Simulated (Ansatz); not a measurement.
(1) Predict a relaxed structure of tetramethylammonium benzoate (C11H17NO2), charge 0, singlet, at PBE-D4/def2-SVP (Ansatz).

Results:

(1) 
Cartesian coordinates in Å:
```
C -4.2501 -0.3211 -0.8510
N -2.7869 -0.2122 -0.5717
C -2.2490 -1.5274 -0.0650
C -2.5294 0.8340 0.4843
C -2.0479 0.1683 -1.8302
H -4.7807 -0.6029 0.0774
H -4.6227 0.6547 -1.2138
H -4.4139 -1.0934 -1.6251
H -2.3166 -2.2725 -0.8785
H -1.1958 -1.3306 0.2619
H -2.8667 -1.8445 0.7962
H -2.7988 1.8239 0.0728
H -3.1600 0.6008 1.3628
H -1.4441 0.7516 0.7497
H -2.4515 1.1364 -2.1823
H -2.2403 -0.6147 -2.5878
H -0.9396 0.2491 -1.6006
O 0.8094 0.3744 -1.2056
C 1.0683 0.1229 0.0046
O 0.2229 -0.2004 0.9088
C 2.5261 0.2073 0.4375
C 3.5226 0.5606 -0.4923
C 4.8655 0.6407 -0.0973
C 5.2245 0.3679 1.2345
C 4.2344 0.0145 2.1676
C 2.8920 -0.0651 1.7695
H 3.2038 0.7649 -1.5256
H 5.6410 0.9181 -0.8293
H 6.2792 0.4308 1.5459
H 4.5146 -0.1986 3.2117
H 2.0896 -0.3376 2.4713
```
Point group Cs (tolerance 0.1 Å). This is one stationary point.
